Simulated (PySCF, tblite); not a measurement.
Isomers of C4H10O2S2Si, one GFN2-xTB conformer each. Single-point energies are computed at PBE0/pcSseg-1 (PySCF, gas phase, no added dispersion term), electronic only.

Question: Rank them by PBE0/pcSseg-1 energy, lowest first (kcal/mol).
A. `[CH3:1][O:2][C:3](=[O:4])[CH2:5][S:6][SiH2:7][S:8][CH3:9]` with C1–O2–C3–O4 -2°, O2–C3–C5–S6 151°, C3–C5–S6–Si7 52°, C5–S6–Si7–S8 38°, S6–Si7–S8–C9 165°
B. `[CH3:1][S@@:2](=[O:3])[C@H:4]1[CH2:5][C@H:6]([O:7][SiH3:8])[S:9]1` with C1–S2–C4–C5 -158°, C5–C6–O7–Si8 -165°, S2–C4–C5–C6 100°, C4–C5–C6–O7 135°, C5–C6–S9–C4 -13°, S2–C4–S9–C6 -99°

Answer: A (0.0), B (66.6).

As drawn, the lower has a C=O bond and a C(=O)–O unit, which the higher lacks; the higher has a four-membered ring, an Si–O bond and an S=O bond, which the lower lacks. GFN2-xTB itself gives, in the same order: 0.0, 19.7. Both levels put the same isomer lowest.

Which frontier levels, dipoles and rotational constants go with these structures?

```json
{"SMILES": "COC(=O)CS[SiH2]SC", "HOMO (eV, PBE0/pcSseg-1)": "-6.64", "LUMO (eV)": "-0.28", "dipole (D)": "2.74", "A, B, C (MHz)": "1400, 667.0, 517.5"}
{"SMILES": "C[S@@](=O)[C@H]1C[C@H](O[SiH3])S1", "HOMO (eV, PBE0/pcSseg-1)": "-6.60", "LUMO (eV)": "-0.57", "dipole (D)": "2.41", "A, B, C (MHz)": "2529, 518.7, 492.8"}
```

What happens when harmonic zero-point energies from GFN2-xTB frequencies are added?

```json
{"SMILES": "COC(=O)CS[SiH2]SC", "ZPE (kcal/mol)": "84.8", "electronic (kcal/mol)": "0.0", "with ZPE (kcal/mol)": "0.0"}
{"SMILES": "C[S@@](=O)[C@H]1C[C@H](O[SiH3])S1", "ZPE (kcal/mol)": "83.0", "electronic (kcal/mol)": "66.6", "with ZPE (kcal/mol)": "64.8"}
```

The zero-point energies span 1.8 kcal/mol. The order is unchanged.
